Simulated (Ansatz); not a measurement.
Two isomers of C2H6OSn: A = `[CH3][SnH]1[CH2][O]1`, B = `C[O][Sn][CH3]`.

Computed with Ansatz on PBE0-D4/def2-TZVP structures; ΔE is electronic, products minus reactants. CCSD(T)/CBS is the MP2 limit (def2-TZVPP, def2-QZVPP) plus CCSD(T) − MP2 in def2-TZVPP, frozen cores. DFT in def2-TZVPP. B3LYP here is the variant with VWN-RPA as its local correlation; programs differ in this. def2 core potentials past Kr. For Sn outer-core shells are correlated without core-valence functions, which leaves a few kJ/mol of doubt a bond. Each species was taken in one conformer, which may not be the lowest.

A:

Z-matrix (Å, degrees):
```
C
Sn 1 2.142
H 1 1.090 2 108.8
H 1 1.089 2 109.2 3 119.8
H 1 1.090 2 109.9 3 -120.1
C 2 2.178 1 116.8 3 -88.5
O 2 2.163 1 98.7 3 -56.2
H 2 1.716 1 110.9 3 46.0
H 6 1.097 2 112.1 1 -49.3
H 6 1.096 2 112.8 1 -179.9
```

B:

Z-matrix (Å, degrees):
```
C
O 1 1.398
H 1 1.097 2 110.0
H 1 1.097 2 113.4 3 -120.8
H 1 1.097 2 110.1 3 118.3
Sn 2 1.980 1 129.7 3 122.0
C 6 2.195 2 97.8 1 -0.0
H 7 1.092 6 110.1 2 179.8
H 7 1.094 6 111.0 2 59.7
H 7 1.094 6 111.0 2 -60.2
```

Problem. Which isomer does CCSD(T)/CBS put lower? Give the gap. (An estimate is asked.)

Solution. The calculation gave: B, by 156.5 kJ/mol.

Problem. Give E(B) − E(A) in kJ/mol with B3LYP, PBE-D4, MP2/def2-TZVPP, CCSD(T)/def2-TZVPP, r2SCAN-D4, HF/def2-TZVPP, B2PLYP. (Estimate.)

Solution. The calculation gave: B3LYP -169.9, PBE-D4 -146.8, MP2/def2-TZVPP -154.6, CCSD(T)/def2-TZVPP -154.4, r2SCAN-D4 -145.6, HF/def2-TZVPP -207.4, B2PLYP -165.0. None reverses the order clearly.

Largest T1 diagnostic: 0.017.

In def2-TZVPP, CCSD(T) changes the Hartree–Fock value by +53.0 kJ/mol (the triples alone add +14.6 kJ/mol) and MP2 by +52.8 kJ/mol. From PBE to PBE0 (25 % exact exchange), in def2-TZVPP and without D4, E(B) − E(A) moves by −11.0 kJ/mol.
